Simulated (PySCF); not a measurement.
Two species compared at the same levels of theory.

First species: HgH₂ (singlet state).
SMILES: `[H][Hg][H]`

Second species: C₂H₇NSi₂.
SMILES: `N#CC[SiH2][SiH3]`

Levels: CAM-B3LYP/def2-SVPD for dipole moment, HOMO energy, LUMO energy, HOMO–LUMO gap and static isotropic polarisability; TDDFT CAM-B3LYP/def2-SVPD for lowest singlet excitation; TDA CAM-B3LYP/def2-SVPD for lowest triplet excitation (Tamm–Dancoff); ΔSCF CAM-B3LYP/def2-SVPD for vertical ionisation energy; PBE0-D3(BJ)/def2-SVP for smallest rotational constant. Geometries: PBE0-D3(BJ)/def2-SVP. Each species is one conformer at its optimised geometry, gas phase (atoms past krypton carry core potentials, spin–orbit coupling is left out). Electronic properties by PySCF.

The conformers computed, where there is a choice (atom-mapped SMILES and torsion angles):
- `[N:1]#[C:2][CH2:3][SiH2:4][SiH3:5]`: C2–C3–Si4–Si5 -55°

(1) Which has the higher dipole moment?

(2) Which of the two has the higher T1 energy, and by how much?

(3) Which has the higher S1 energy?

(4) Which of the two has the higher static isotropic polarisability, and by how much?

(5) Which of the two has the higher HOMO energy, and by how much?

(6) Which has the higher HOMO–LUMO gap?

(7) Which of the two has the higher smallest rotational constant, and by how much?

(8) Which has the higher LUMO energy?

Results:

(1) The second: 3.89 D against 0.00 D, a difference of 3.89 D.

(2) The second: 6.20 eV against 5.72 eV, a difference of 0.48 eV.

(3) The second: 7.18 eV against 6.11 eV, a difference of 1.07 eV.

(4) The second: 84.9 au against 34.2 au, a difference of 50.7 au.

(5) The first: -9.32 eV against -9.87 eV, a difference of 0.55 eV.

(6) The second: 10.39 eV against 9.59 eV, a difference of 0.80 eV.

(7) The first: 91.415 GHz against 1.395 GHz, a difference of 90.020 GHz.

(8) The second: 0.52 eV against 0.27 eV, a difference of 0.25 eV.

On the first: In wavenumbers S1 is 49200 cm⁻¹ (1 eV = 8065.54 cm⁻¹). No computed singlet falls in the visible range (750 to 380 nm, 1.65 to 3.26 eV); S1 lies 2.85 eV above its blue end. Atoms past krypton carry effective core potentials; spin–orbit coupling is left out.

On the second: No computed singlet falls in the visible range (750 to 380 nm, 1.65 to 3.26 eV); S1 lies 3.92 eV above its blue end. The dipole equals about 13.0 × 10⁻³⁰ C·m (1 D = 3.33564 × 10⁻³⁰ C·m).
